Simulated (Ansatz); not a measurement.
Cartesian coordinates in Å:
```
B -0.8615 0.5402 -0.2388
B 0.0577 1.5695 0.4873
F 0.9059 2.2847 1.0878
Si 0.4355 -1.0380 -0.1034
H -1.8377 0.2673 0.4123
H -0.9966 0.8022 -1.4070
H 0.7636 -1.4149 1.3025
H 1.7373 -0.7951 -0.7908
H -0.2041 -2.2159 -0.7499
```

Charge 0, multiplicity 1. The bonds changed during the relaxation, so this is another structure than the one it started from.

List the r2SCAN/def2-TZVPP orbital energies in eV (Ansatz). (Best estimate.)

Ansatz gave: Occupied: -1790.71, -669.27, -183.66, -178.96, -141.18, -96.03, -96.03, -96.03, -34.83, -16.32, -14.89, -13.90, -13.85, -12.57, -9.43, -9.22, -8.12, -8.11, -7.01. Lowest empty: -1.99, -1.72, -0.06, 1.17, 1.19, 1.67, 2.31, 3.15.
